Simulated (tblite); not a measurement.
Species: C6H16BP.
SMILES with atom numbers: `[BH3-:1][P@+:2]1([CH3:3])[CH2:4][CH2:5][CH2:6][C@@H:7]1[CH3:8]` (hydrogens: H9, H10, H11 on B1; H12, H13, H14 on C3; H15, H16 on C4; H17, H18 on C5; H19, H20 on C6; H21 on C7; H22, H23, H24 on C8)

Computed with GFN2-xTB (tblite), gas phase: L-BFGS steps from a force-field or distance-geometry start until the largest atomic force falls under 0.01 eV/Å.

Step 14: E = -674.1968 eV
```
atom  x, y, z in Å  |  force x, y, z in eV/Å
B1     -1.7613    0.5861    1.6973    0.054  -0.039  -0.098
P2     -0.8014   -0.1217    0.1623    0.000   0.092   0.029
C3     -1.8217   -0.4338   -1.3404   -0.052   0.023  -0.015
C4      0.1090   -1.7103    0.4176   -0.033  -0.044   0.078
C5      1.4127   -1.5945   -0.3648   -0.023  -0.012  -0.041
C6      1.8935   -0.1759   -0.0983   -0.032   0.086   0.041
C7      0.7303    0.7253   -0.5253    0.004   0.138  -0.028
C8      0.8337    2.1649   -0.0481    0.004   0.176   0.085
H9     -2.0752   -0.3683    2.3231   -0.041  -0.230   0.041
H10    -0.9925    1.2727    2.2697    0.189   0.109   0.167
H11    -2.6953    1.1822    1.2840   -0.081   0.104  -0.188
H12    -1.3892   -1.2080   -1.9757   -0.015   0.100   0.014
H13    -2.8193   -0.7382   -1.0168    0.118  -0.029   0.001
H14    -1.9249    0.5000   -1.8975    0.039  -0.092   0.031
H15    -0.5044   -2.5721    0.1585   -0.009  -0.045  -0.088
H16     0.3264   -1.7662    1.4858    0.008  -0.060   0.079
H17     1.2359   -1.7002   -1.4355   -0.071  -0.101  -0.074
H18     2.1345   -2.3570   -0.0714    0.027   0.034   0.101
H19     2.0748   -0.0583    0.9722    0.016   0.059   0.016
H20     2.8209    0.0624   -0.6246   -0.109   0.010  -0.066
H21     0.6493    0.7111   -1.6170    0.019   0.010  -0.082
H22     0.9306    2.1919    1.0323   -0.014  -0.016   0.117
H23    -0.0613    2.7265   -0.3099   -0.084  -0.076  -0.022
H24     1.6831    2.7013   -0.4702    0.084  -0.198  -0.099
```

Step 15: E = -674.2072 eV
```
atom  x, y, z in Å  |  force x, y, z in eV/Å
B1     -1.7635    0.5905    1.7047   -0.007  -0.049  -0.068
P2     -0.8031   -0.1167    0.1655   -0.019   0.058   0.080
C3     -1.8174   -0.4337   -1.3379   -0.082   0.019  -0.046
C4      0.1042   -1.7071    0.4134    0.038  -0.095   0.069
C5      1.4139   -1.5958   -0.3604   -0.005   0.028  -0.054
C6      1.8930   -0.1734   -0.1035   -0.014   0.033   0.040
C7      0.7246    0.7256   -0.5228    0.128   0.140  -0.049
C8      0.8342    2.1644   -0.0475    0.001   0.183   0.089
H9     -2.0889   -0.3720    2.3245    0.010  -0.111  -0.027
H10    -0.9893    1.2727    2.2862    0.085   0.034   0.094
H11    -2.7005    1.1892    1.2833    0.044   0.058  -0.120
H12    -1.3791   -1.2062   -1.9715   -0.017   0.103   0.020
H13    -2.8137   -0.7431   -1.0169    0.099  -0.041   0.009
H14    -1.9272    0.4970   -1.8982    0.048  -0.072   0.030
H15    -0.5059   -2.5654    0.1356   -0.030  -0.047  -0.037
H16     0.3241   -1.7761    1.4795   -0.043  -0.065   0.106
H17     1.2424   -1.7101   -1.4318   -0.040  -0.114  -0.049
H18     2.1377   -2.3527   -0.0498   -0.037   0.071   0.044
H19     2.0851   -0.0538    0.9657    0.030   0.069  -0.022
H20     2.8133    0.0599   -0.6475   -0.140   0.023   0.004
H21     0.6486    0.7117   -1.6144   -0.021   0.016  -0.099
H22     0.9296    2.1974    1.0327   -0.003  -0.037   0.126
H23    -0.0609    2.7235   -0.3099   -0.089  -0.029  -0.042
H24     1.6870    2.6938   -0.4714    0.065  -0.177  -0.099
```

Problem. Estimate the geometry and energy of step 16. (The exact step hangs on the optimiser's Hessian estimate; all steps are aligned on step 15, rigid shifts and turns removed.)

Solution. E = -674.2149 eV, largest force 0.172 eV/Å
```
atom  x, y, z in Å  |  force x, y, z in eV/Å
B1     -1.7640    0.5926    1.7081   -0.039  -0.031  -0.007
P2     -0.8039   -0.1126    0.1681    0.001   0.009   0.082
C3     -1.8153   -0.4332   -1.3365   -0.051   0.013  -0.023
C4      0.1015   -1.7065    0.4123    0.062  -0.091   0.043
C5      1.4141   -1.5959   -0.3583   -0.008   0.047  -0.036
C6      1.8915   -0.1710   -0.1062   -0.013  -0.003   0.015
C7      0.7224    0.7286   -0.5219    0.140   0.090  -0.044
C8      0.8344    2.1668   -0.0451   -0.002   0.113   0.058
H9     -2.0968   -0.3771    2.3242    0.048  -0.002  -0.086
H10    -0.9849    1.2735    2.2986   -0.026  -0.049   0.015
H11    -2.7028    1.1942    1.2793    0.141   0.015  -0.056
H12    -1.3732   -1.2032   -1.9691   -0.001   0.075   0.009
H13    -2.8085   -0.7468   -1.0164    0.042  -0.055   0.022
H14    -1.9278    0.4941   -1.8983    0.039  -0.017   0.011
H15    -0.5069   -2.5620    0.1204   -0.032  -0.033   0.010
H16     0.3229   -1.7832    1.4777   -0.079  -0.071   0.096
H17     1.2441   -1.7181   -1.4302   -0.010  -0.107  -0.007
H18     2.1393   -2.3482   -0.0352   -0.069   0.091  -0.003
H19     2.0908   -0.0497    0.9618    0.035   0.070  -0.044
H20     2.8055    0.0589   -0.6620   -0.119   0.036   0.038
H21     0.6486    0.7127   -1.6144   -0.040   0.035  -0.072
H22     0.9289    2.2006    1.0357    0.003  -0.034   0.093
H23    -0.0627    2.7207   -0.3105   -0.063   0.017  -0.039
H24     1.6911    2.6846   -0.4745    0.041  -0.118  -0.073
```

The energy changes by -0.0077 eV. The first-order estimate −F·Δx gives -0.0108 eV and the mean of the old and new forces, exact on a quadratic surface, -0.0076 eV. The step makes an angle of 63° with the force vector and moves no atom by more than 0.017 Å.

The cost below is that of the whole relaxation. The run took 0.75 s on one thread of an Arm Neoverse V1 (shared host).
